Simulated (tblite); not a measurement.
Species: GeH10OSi3.
SMILES with atom numbers: `[SiH3:1][SiH:2]([SiH3:3])[O:4][GeH3:5]` (hydrogens: H6, H7, H8 on Si1; H9 on Si2; H10, H11, H12 on Si3; H13, H14, H15 on Ge5)

Computed with GFN2-xTB (tblite), gas phase: L-BFGS steps from a force-field or distance-geometry start until the largest atomic force falls under 0.01 eV/Å.

The end geometry, which sets the zero of energy:
```
atom  x, y, z in Å
Si1    -2.3166   -1.0080   -0.6328
Si2    -0.5766    0.0599    0.4576
Si3     0.0168    2.2424   -0.0660
O4      0.6943   -0.9319    0.1063
Ge5     2.3832   -1.1851    0.3298
H6     -2.0539   -1.3178   -2.0434
H7     -3.4847   -0.1189   -0.6196
H8     -2.7651   -2.2728   -0.0371
H9     -0.7351   -0.0359    1.9307
H10    -0.8420    3.1987    0.6403
H11    -0.1256    2.5433   -1.4973
H12     1.4015    2.6091    0.2733
H13     2.6546   -2.4484   -0.4219
H14     3.1069   -0.0029   -0.2433
H15     2.6380   -1.3239    1.8014
```

**Question.** These geometries come from the run, each turned onto the end geometry. Order them by energy, lowest first.
A.
```
atom  x, y, z in Å
Si1    -2.3825   -0.8978   -0.6316
Si2    -0.4897   -0.1818    0.4809
Si3     0.0198    2.0122   -0.1082
O4      0.7559   -1.1476   -0.0195
Ge5     2.4375   -1.0514    0.3942
H6     -2.2542   -1.1222   -2.0751
H7     -3.3134    0.2308   -0.5164
H8     -3.1408   -2.0389   -0.1133
H9     -0.5332   -0.3786    1.9588
H10    -0.8127    2.9850    0.6113
H11    -0.2426    2.2204   -1.5448
H12     1.4145    2.4577    0.0637
H13     3.0748   -2.1980   -0.3129
H14     2.9445    0.2693   -0.0912
H15     2.5179   -1.1513    1.8820
```
B.
```
atom  x, y, z in Å
Si1    -2.3957   -0.7595   -0.5760
Si2    -0.4399   -0.2215    0.4354
Si3    -0.0163    1.9669   -0.1478
O4      0.7029   -1.2267   -0.1644
Ge5     2.3870   -1.0423    0.3672
H6     -2.0779   -1.0041   -1.9692
H7     -3.3363    0.3692   -0.5268
H8     -2.9594   -1.9586   -0.0004
H9     -0.6190   -0.3582    1.8920
H10    -0.8528    2.8973    0.5936
H11    -0.3493    2.1208   -1.5613
H12     1.3979    2.2175    0.1262
H13     3.2166   -2.1129   -0.2492
H14     2.8854    0.3018   -0.1280
H15     2.4526   -1.1820    1.8867
```
C.
```
atom  x, y, z in Å
Si1    -2.3280   -0.9984   -0.6459
Si2    -0.5694    0.0428    0.4438
Si3     0.0107    2.2308   -0.0802
O4      0.7183   -0.9342    0.1196
Ge5     2.4051   -1.1834    0.3437
H6     -2.1203   -1.3283   -2.0606
H7     -3.4748   -0.0833   -0.6153
H8     -2.7840   -2.2513   -0.0325
H9     -0.7408   -0.0536    1.9169
H10    -0.8452    3.1732    0.6460
H11    -0.1432    2.5610   -1.5031
H12     1.3963    2.5800    0.2616
H13     2.6796   -2.4416   -0.4133
H14     3.1161    0.0143   -0.2155
H15     2.6751   -1.3201    1.8128
```
D.
```
atom  x, y, z in Å
Si1    -2.3751   -0.9733   -0.6467
Si2    -0.5392   -0.0478    0.4191
Si3     0.0137    2.1464   -0.0987
O4      0.7677   -1.0014    0.0764
Ge5     2.4692   -1.1283    0.3702
H6     -2.2261   -1.2590   -2.0753
H7     -3.4137    0.0544   -0.5408
H8     -3.0016   -2.1662   -0.0681
H9     -0.7476   -0.1604    1.8877
H10    -0.8236    3.0841    0.6465
H11    -0.1978    2.4299   -1.5194
H12     1.3960    2.5309    0.1975
H13     2.8682   -2.3618   -0.3708
H14     3.1238    0.1177   -0.1463
H15     2.6816   -1.2574    1.8468
```
E.
```
atom  x, y, z in Å
Si1    -2.3593   -0.9807   -0.6488
Si2    -0.5579   -0.0039    0.4319
Si3     0.0043    2.1855   -0.0896
O4      0.7385   -0.9770    0.1108
Ge5     2.4423   -1.1504    0.3687
H6     -2.1872   -1.2905   -2.0719
H7     -3.4502    0.0010   -0.5887
H8     -2.8796   -2.2115   -0.0407
H9     -0.7415   -0.1141    1.9074
H10    -0.8479    3.1255    0.6449
H11    -0.1650    2.5116   -1.5125
H12     1.3980    2.5376    0.2175
H13     2.7885   -2.3881   -0.3981
H14     3.1353    0.0580   -0.1951
H15     2.6776   -1.2954    1.8421
```

**Answer.** C (0.004 eV), E (0.012 eV), D (0.027 eV), A (0.093 eV), B (0.424 eV).

In the order of the answer:

```csv
step,E above end (eV),largest force (eV/Å),rms force component (eV/Å),rms distance from end (Å),rms bond change (Å),bond most changed (Å)
48,0.004,0.07,0.024,0.033,0.001,Si3–H12 -0.003
41,0.012,0.13,0.033,0.093,0.003,O4–Ge5 +0.009
31,0.027,0.14,0.049,0.152,0.004,O4–Ge5 +0.009
15,0.093,0.14,0.050,0.315,0.005,O4–Ge5 +0.012
2,0.424,0.88,0.258,0.387,0.024,O4–Ge5 +0.053
```

What follows is the cost of the whole relaxation. On one thread, Arm Neoverse V2 (aarch64), no GPU, shared host with 96 logical CPUs at a one-minute load of 54, this took 0.44 s of wall time.
